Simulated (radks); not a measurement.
Problem. The nitrogen anion N3-, [Ne], held by a Watson sphere: a shell of charge +3.95 at radius R that stands for the Madelung well of a crystal (potential energy -3.95/R inside, -3.95/r outside, in hartree with lengths in bohr). Calculated with a radial shooting solver on a logarithmic mesh with Libxc functionals: non-relativistic Kohn-Sham, LDA (Slater exchange, VWN5 correlation), spin-polarised, spherical densities, point nucleus. Response by self-consistent Sternheimer equations with the Hartree and adiabatic LDA kernel. The sphere does not respond.

R (bohr)  e(1s) (eV)  e(2s) (eV)  e(2p) (eV)  <r> 2p (bohr)  sum of <r^2> (bohr^2)  X-ray form factor at sin(theta)/lambda = 0.2 1/angstrom  alpha (bohr^3)
1.81         -383.16     -30.184     -18.828          1.566                  23.21                                                    5.604           10.10
2.16         -382.82     -26.999     -16.263          1.711                  27.52                                                    5.220           15.36
2.81         -381.88     -22.731     -12.660          1.965                  35.93                                                    4.765           31.75
2.84         -381.83     -22.577     -12.524          1.977                  36.34                                                    4.751           32.78
3.73         -380.47     -19.219      -9.391          2.311                  49.48                                                    4.519           80.26
3.79         -380.39     -19.060      -9.231          2.333                  50.45                                                    4.513           84.87

Estimate the row for R = 2.49 bohr.

Solution. e(1s) (eV) -382.38; e(2s) (eV) -24.595; e(2p) (eV) -14.267; <r> 2p (bohr) 1.842; sum of <r^2> (bohr^2) 31.70; X-ray form factor at sin(theta)/lambda = 0.2 1/angstrom 4.952; alpha (bohr^3) 22.37.
